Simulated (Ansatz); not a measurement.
A run for Ansatz (a quantum-chemistry and plane-wave program): U-B3LYP/cc-pV(T+d)Z on SiN, 2S+1 = 2, a point of a bond scan (R = 2.351 Å). Files ending in .json are basis or fitting sets from the Basis Set Exchange.

Ansatz 0.2 input:
```yaml
crystal:
  periodic: [false, false, false]
  atoms:
    - {symbol: Si, position_ang: [-0.00000000, -0.00000000, -0.52249227]}
    - {symbol: N, position_ang: [0.00000000, 0.00000000, 1.82872296]}
basis:
  gaussian:
    orbitals: cc-pV_T+d_Z.json
hamiltonian:
  xc: {name: B3LYP}
magnetization: {spin_polarized: true, initial_magnetization: 1}
```

**Question.** Predict the final total energy.

**Answer.** -344.0637 hartree. Its determinant has ⟨S²⟩ = 1.59, a mixture of spin states.
